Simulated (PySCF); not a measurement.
Ni⁺: excitation energy

Ni⁺ [Ar] 3d9 (2D) → Ni⁺ [Ar] 3d8 4s1 (4F), as a difference of total energies. Calculation: PySCF 2.14, in ANO-RCC-VTZP (6s5p3d2f1g, 59 functions); the spin-free X2C one-electron Hamiltonian (Gaussian nucleus). Correlated levels: valence and next inner shell: [Ne] frozen. The calculations carry no spin-orbit coupling.

```tsv
method	excitation energy (eV)	error (eV)
UHF	-1.014	-2.099
MP2 (valence and next inner shell)	2.122	+1.037
SCS-MP2 (valence and next inner shell)	1.813	+0.728
CCSD (valence and next inner shell)	0.933	-0.152
CCSD(T) (valence and next inner shell)	1.089	+0.004
```

Reference: 1.085 eV (measured; NIST levels, between the centres of gravity of the two terms).

Errors of the correlated levels include the incompleteness of this basis and the frozen core.

The basis was made for the ground configuration and has no added diffuse functions, so the excitation energy can come out too high.
